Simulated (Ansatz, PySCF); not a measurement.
Mg(Me)2 (C₂H₆Mg), SMILES [CH3][Mg][CH3]. Atoms are numbered in the order given.

```xyz
9

Mg     0.0000     0.0000     0.0000
C      0.0000     0.0000    -2.0987
H      0.8144     0.6074    -2.5116
H     -0.9333     0.4016    -2.5116
H      0.1189    -1.0090    -2.5116
C      0.0000     0.0000     2.0987
H      0.8144    -0.6074     2.5116
H     -0.9333    -0.4016     2.5116
H      0.1189     1.0090     2.5116
```
Charge 0, spin multiplicity 1.

Coordinates come from a TPSSh-D3(BJ)/def2-TZVP optimisation. The isomer is the one that the SMILES or the coordinates give; other isomers of the formula were not compared.

Vertical ionisation energy (IE) and electron affinity (EA) in eV. Rows of orbital energies are one-electron estimates. Where ΔSCF, EOM or ADC give a negative EA the extra electron is unbound and the value depends on the basis.

```tsv
level	IE	EA
−ε(HOMO), −ε(LUMO), ωB97X/def2-TZVPD (PySCF)	8.82	-1.05
−ε(HOMO), −ε(LUMO), PBE/def2-TZVPD (PySCF)	5.32	1.18
ΔSCF, PBE0/def2-SVPD (Ansatz), final states of multiplicity 2 and 2	8.54	-0.64
ΔSCF, PBE/def2-SVPD (Ansatz), final states of multiplicity 2 and 2	8.36	-0.56
```

Q: What vertical singlet–triplet gap does ΔSCF give with PBE0/def2-SVPD (Ansatz, a first-principles code) and with PBE/def2-SVPD (Ansatz)? (Estimate from the structure and the level; the computed values follow.)

A: 4.28 and 4.02 eV (triplet above singlet where positive).
